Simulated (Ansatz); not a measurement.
Compare A (`BO[SiH2]S[SiH3]`) with its isomer B (`[SiH3]O[SiH2]BS`).

Program: Ansatz. Geometries: PBE0-D4/def2-TZVP. ΔE: electronic, gas phase. CBS: MP2 limit from def2 TZ/QZ plus the TZ coupled-cluster correction, frozen cores. Functionals use def2-TZVPP. B3LYP here is the variant with VWN-RPA as its local correlation; programs differ in this. Each species was taken in one conformer, which may not be the lowest.

Problem. Which isomer does CCSD(T)/CBS put lower? Give the gap. (An estimate is asked.)

Solution. The calculation gave: A, by 71.1 kJ/mol.

Problem. Give E(B) − E(A) in kJ/mol with r2SCAN-D4, PBE-D4, B3LYP-D4, B3LYP, PBE0-D4, CCSD/def2-TZVPP, HF/def2-TZVPP. (An estimate is asked.)

Solution. The calculation gave: r2SCAN-D4 69.0, PBE-D4 67.2, B3LYP-D4 69.0, B3LYP 64.0, PBE0-D4 70.8, CCSD/def2-TZVPP 66.2, HF/def2-TZVPP 73.8. None reverses the order clearly.

Largest T1 diagnostic: 0.014.

The D4 term adds +4.9 kJ/mol with B3LYP and +2.5 kJ/mol with PBE0; it sums over pairs of atoms, weighted by their polarisabilities, and B3LYP, whose exchange is more repulsive, gets the larger term. From PBE to PBE0 (25 % exact exchange), in def2-TZVPP and without D4, E(B) − E(A) moves by +4.1 kJ/mol.
